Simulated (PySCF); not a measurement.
# C₆ coefficients of unlike pairs at UHF

Calculated with PySCF 2.14 from the dipole response of each species, C₆(A,B) = (3/π) ∫ α_A(iu) α_B(iu) du, in atomic units, from isotropic polarisabilities. For ions this is the dispersion term alone; charge-induced terms of lower order in 1/R come first.

```tsv
species	configuration	basis	relativity	α (bohr³)	C₆ (like pair)
Mg⁺	[Ne] 3s1 (2S)	aug-cc-pVDZ (5s4p2d)	none	39.03	180.6
B³⁺	1s2 (1S)	aug-cc-pVTZ (5s4p3d2f)	none	0.01506	0.001357
Ru	[Kr] 4d7 5s1 (5F)	aug-cc-pVTZ-PP with one added diffuse shell each of s, p, d, f, g type with ECP28MDF (7s7p6d4f3g)	core potential	93.83	902.6
```

Task: Estimate C₆ for B³⁺ with Mg⁺.

Result: The integral gives 0.1406. The combination rule 2 C_A C_B / (C_A α_B/α_A + C_B α_A/α_B) gives 0.1367 and the geometric mean 0.4951.

No spin-orbit coupling is included.

The other pairs:

| pair | C₆ |
| --- | --- |
| Ru, B³⁺ | 0.4066 |
| Ru, Mg⁺ | 399.1 |
